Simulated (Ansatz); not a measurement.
`CBC(F)S` and `FC(S)S` differ in one atom or group.

Ansatz, PBE0-D4/def2-TZVP geometries, multiplicity 1. Each molecule was computed in one conformer, which needn't be the lowest.

```csv
property,`CBC(F)S`
size of the dipole moment (ωB97M-V/def2-TZVPP) / D,1.89
size of the dipole moment (B3LYP/def2-TZVPP) / D,1.90
LUMO energy (PBE/def2-TZVPP) / eV,-1.37
HOMO–LUMO gap (PBE0/def2-TZVPP) / eV,7.55
HOMO energy (PBE0/def2-TZVPP) / eV,-7.94
LUMO energy (PBE0/def2-TZVPP) / eV,-0.39
```

(1) Give the same properties after the change, and the shifts. (An estimate is asked.)

## Answers

(1) The calculation gave: 
```json
{"property": "size of the dipole moment (ωB97M-V/def2-TZVPP) / D", "`FC(S)S`": "2.26", "shift": "0.37"}
{"property": "size of the dipole moment (B3LYP/def2-TZVPP) / D", "`FC(S)S`": "2.25", "shift": "0.35"}
{"property": "LUMO energy (PBE/def2-TZVPP) / eV", "`FC(S)S`": "-1.31", "shift": "0.06"}
{"property": "HOMO–LUMO gap (PBE0/def2-TZVPP) / eV", "`FC(S)S`": "7.09", "shift": "-0.46"}
{"property": "HOMO energy (PBE0/def2-TZVPP) / eV", "`FC(S)S`": "-7.42", "shift": "0.52"}
{"property": "LUMO energy (PBE0/def2-TZVPP) / eV", "`FC(S)S`": "-0.33", "shift": "0.06"}
```

With PBE0 the HOMO rises by 0.52 eV and the LUMO rises by 0.06 eV, so the gap narrows by about 0.46 eV. PBE moves the HOMO by 0.52 eV and ωB97M-V by 0.49 eV. Dipoles are sizes alone; their direction can turn.

B3LYP here is the variant with VWN-RPA as its local correlation; programs differ in this.
